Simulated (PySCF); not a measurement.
# Relaxation of quartet TcH₄

Level of theory: UPBE0 in PySCF with Tc def2-TZVP with ECP28, H def2-TZVP; scalar-relativistic core potentials, no spin–orbit coupling; density-fitted integrals. A (50,194) grid was used.

A start displaced from a saddle point along its imaginary mode, of D2 symmetry, held to at least that symmetry:

Coordinates in bohr (charge 0 multiplicity 4):
```
Tc    0.0000    0.0000    0.0000
H     3.0648    1.3113   -0.2268
H     1.3113    3.0648    0.2268
H    -3.0648   -1.3113   -0.2268
H    -1.3113   -3.0648    0.2268
```

Optimiser trace:
| step | E − E(last) (kJ/mol) | largest gradient (Eh/bohr) |
| --- | --- | --- |
| 0 | 135.71 | 0.01667 |
| 1 | 58.02 | 0.02169 |
| 2 | 10.86 | 0.00929 |
| 3 | 2.29 | 0.00359 |
| 4 | 1.49 | 0.00620 |
| 5 | 0.35 | 0.00149 |
| 6 | 0.10 | 0.00082 |
| 7 | 0.00 | 0.00010 |
| 8 | 0.00 | 0.00001 |

It ends at D2d with H–H 0.955 Å (×2), Tc–H 1.722 Å (×4); H–H–Tc 73.9° (×4), H–Tc–H 32.2° (×2), H–Tc–H 157.4° (×4). A frequency run shows a minimum. Other isomers or separated fragments may lie lower.

Other spin states or occupations of the open shell can lie lower.

The relaxation took roughly 29 core-seconds on a shared host.
